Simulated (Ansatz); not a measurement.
```yaml
crystal:
  periodic: [false, false, false]
  atoms:
    - {symbol: S, position_ang: [-2.742291, 0.461569, -1.426253]}
    - {symbol: Ga, position_ang: [-0.791413, 1.747162, -0.777629]}
    - {symbol: C, position_ang: [1.441915, -0.370416, 0.779472]}
    - {symbol: O, position_ang: [0.300927, -0.509828, 0.258283]}
    - {symbol: H, position_ang: [-2.181755, -0.716995, -0.890908]}
    - {symbol: H, position_ang: [1.975387, 0.659397, 0.805565]}
    - {symbol: H, position_ang: [1.997231, -1.270889, 1.251470]}
basis:
  gaussian: {orbitals: def2-TZVP}
hamiltonian: {xc: {name: B3LYP5}}
```

```sh
$ ansatz run in.yaml --threads 2 --pin off --events-out ev --progress --plain --max-ram 4352MiB
```

It prints (some lines left out):

```
Functional definition: B3LYP5
1137 factors; their error is unknown
mean field evaluation 1: about -66338.1782 eV, gradient 5.0e1 eV
mean field evaluation 2: about -66317.4052 eV, gradient 1.1e2 eV
mean field evaluation 4: about -66342.9228 eV, gradient 7.3e0 eV
mean field evaluation 8: about -66343.0204 eV, gradient 1.1e-1 eV
mean field evaluation 16: about -66343.1839 eV, gradient 1.4e-4 eV
mean field -66343.18389447 eV, -2438.0670390967 hartree, gradient 4.4e-5 eV, S^2 0.000000; 0 other end points of the search recorded, 0 dependent functions left out
reference -66343.18414804 eV, -2438.0670484152 hartree; 32, 32 occupied and 133, 133 virtual orbitals, 1137 factors
Total energy: -66343.18414804 eV, -2438.0670484152 hartree
```

Run time 3.4 s (2 threads of an Arm Neoverse V1 on a shared host); peak host memory 0.39 GiB.
